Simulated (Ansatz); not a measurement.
Species: CCl3, net charge -1, singlet state. 
Structure (B3LYP-D3(BJ)/def2-TZVP (Ansatz, a program for electronic structure) minimum search):
```xyz
4

C      0.0015     0.0140     0.7337
Cl    -1.4761    -0.9021    -0.0660
Cl    -0.0422     1.7266    -0.1193
Cl     1.5178    -0.8294    -0.0737
```
Charge -1, spin multiplicity 1.

Basis-set convergence of Hartree-Fock and MP2 correlation energies (hartree) with Ansatz. Cores are frozen in the correlated levels unless marked. Spin-orbit coupling is left out. Non-relativistic. This anion needs diffuse functions, which these sets lack.

| basis | functions | E(HF) | E(corr, MP2) |
|---|---|---|---|
| cc-pV(D+d)Z | 83 | -1416.34761 | -0.55408 |
| cc-pV(T+d)Z | 147 | … | … |

**Question.** What belongs in the gaps?

**Answer.** 
- cc-pV(T+d)Z, E(HF): -1416.40292
- cc-pV(T+d)Z, E(corr, MP2): -0.74379
